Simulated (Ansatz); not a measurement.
Mulliken charges of C2H4ClI, SMILES `ClCCI` from ωB97M-V/def2-TZVPP in Ansatz (PBE0-D4/def2-TZVP geometry).

| atom | x (Å) | y (Å) | z (Å) | charge (e) |
| --- | --- | --- | --- | --- |
| Cl1 | -1.696 | 0.969 | -0.794 | -0.108 |
| C2 | -0.214 | 0.744 | 0.159 | -0.164 |
| C3 | 0.482 | -0.552 | -0.146 | -0.323 |
| I4 | -0.615 | -2.274 | 0.491 | -0.021 |
| H5 | 0.449 | 1.575 | -0.095 | 0.141 |
| H6 | -0.489 | 0.819 | 1.210 | 0.144 |
| H7 | 0.651 | -0.681 | -1.213 | 0.167 |
| H8 | 1.432 | -0.600 | 0.386 | 0.164 |

Task: By hand: the dipole of these point charges (1 e Å = 4.8032 D).

Result: Σ q r = (0.412, 0.127, 0.118) e Å, of length 0.447 e Å = 2.15 D.

Task: How does the dipole of the full density compare? (Estimate.)

Result: Ansatz gave: (0.449, 0.217, 0.087) e Å, 2.43 D; the point charges give 0.88 times that, at 10° from its direction.

Point charges leave out the atoms' own dipoles, such as those of lone pairs, and Mulliken's split depends on the basis, so the close match here is no proof of good charges.
